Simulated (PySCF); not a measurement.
## Badger's rule along the second period: bonds to Y

CCSD(T) in PySCF with def2-TZVPP on every atom (core potentials on Y), for the lowest determinant that a PBE0 search found; no spin–orbit coupling. Badger's rule says that Re = d + c·k^(−1/3) for bonds between atoms of fixed rows.

```
molecule  state (unpaired electrons)  Re (Å)  k (mdyn/Å)
      YO               doublet (σ ↑)   1.808        5.78
      YF      singlet (closed shell)   1.944           ?
      YC         quartet (σ ↑↑, π ↑)   2.036           ?
      YB        quintet (σ ↑↑, π ↑↑)   2.231        2.00
```

**Question.** Fix c and d from YO and YB.

**Answer.** c = (2.231 − 1.808)/(2.0^(−1/3) − 5.78^(−1/3)) = 1.789, d = 1.808 − c·5.78^(−1/3) = 0.811 Å.

**Question.** Predict k of the others and set the computed values beside them.

**Answer.** 

```csv
molecule,k by the rule,k computed,difference (%)
YF,3.94,3.62,9
YC,3.12,3.02,3
```

The rule misses by 6 % on average, well for two fitted constants.

Correlated steps freeze 1 core orbital. UHF and ROHF references stand side by side, which adds small steps between rows. Spin–orbit coupling is left out. The CCSD T1 diagnostic is raised in YB, YC, a sign that a single reference may not be enough there. The state is the lowest single determinant that the PBE0 search found; with open d or f shells the true ground state can be another one.
